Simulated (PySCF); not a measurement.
BiF₂Br, SMILES [F][Bi]([Br])[F]. Heavy atoms are numbered as in [Bi:1]([F:2])([F:3])[Br:4].

The structure is a stationary point at PBE-D3(BJ)/def2-SVP. The def2 effective core potentials stand for the cores of Bi; spin–orbit coupling is left out.

Calculation: PBE0/def2-TZVPD (PySCF).

Mulliken values depend strongly on the basis, most of all with diffuse functions as here. ESP charges are fitted to the potential on shells at 1.4 to 2.0 van der Waals radii. Atomic charges (e), one atom of each kind:

```
atom  ESP fit  Mulliken
----  -------  --------
Bi1      0.91      1.48
F2      -0.35     -0.57
Br4     -0.22     -0.34
```
